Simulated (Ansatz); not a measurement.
Reaction (SMILES): [NH]B(O)O -> [NH-]B(O)O (an electron is taken up)
Structures are relaxed separately at B3LYP-D3(BJ)/def2-TZVP in Ansatz (a quantum-chemistry and plane-wave program), one conformer each, not searched for the lowest.

Property: adiabatic electron affinity (electronic energy difference), positive where the reaction releases energy, in eV. Cores are frozen in the correlated levels unless marked. UHF or UKS for open shells. No spin-orbit coupling. Non-relativistic unless marked X2C. Anions need diffuse functions: aug- sets have them; def2-D sets add few; the other sets have none. CBS marks a two-point X^-3 extrapolation of the correlation energy; Hartree-Fock from the larger set. The bracket is a focal-point correction in the basis named.

```tsv
level	program	adiabatic electron affinity (eV)	minus last row
HF/cc-pVTZ	Ansatz	0.22	-2.10
BLYP/def2-TZVPD	Ansatz	2.20	-0.12
revPBE-D3(BJ)/def2-TZVPD	Ansatz + dftd3	2.17	-0.15
B3LYP/def2-TZVPD	Ansatz	2.21	-0.11
PBE0/def2-SVP	Ansatz	1.43	-0.89
PBE0-D4/def2-TZVPD	Ansatz + dftd4	2.08	-0.24
LC-wPBE-D4/def2-TZVPD	Ansatz + dftd4	2.17	-0.15
LC-wPBE/def2-TZVPD	Ansatz	2.15	-0.17
MP2/6-31G*	Ansatz	1.25	-1.07
MP2/aug-cc-pVQZ	Ansatz	2.51	0.19
RI-MP2/aug-cc-pVTZ	Ansatz	2.46	0.14
RI-MP2/CBS(aug-cc-pVTZ,aug-cc-pVQZ)	Ansatz	2.55	0.23
SCS-MP2/6-31G	Ansatz	1.32	-1.00
SCS-MP2/6-31G*	Ansatz	1.17	-1.15
SCS-MP2/cc-pVDZ	Ansatz	1.24	-1.08
CCSD/cc-pVTZ	Ansatz	1.71	-0.61
CCSD/cc-pVQZ	Ansatz	1.95	-0.37
CCSD(T)/6-31G	Ansatz	1.25	-1.07
X2C-CCSD(T)/cc-pVTZ-DK	Ansatz	1.84	-0.48
RI-MP2/CBS(aug-cc-pVTZ,aug-cc-pVQZ)+[CCSD(T)-MP2]/aug-cc-pVDZ	Ansatz	2.35	0.03
CCSD(T)/CBS(aug-cc-pVTZ,aug-cc-pVQZ)	Ansatz	2.32	0.00
```
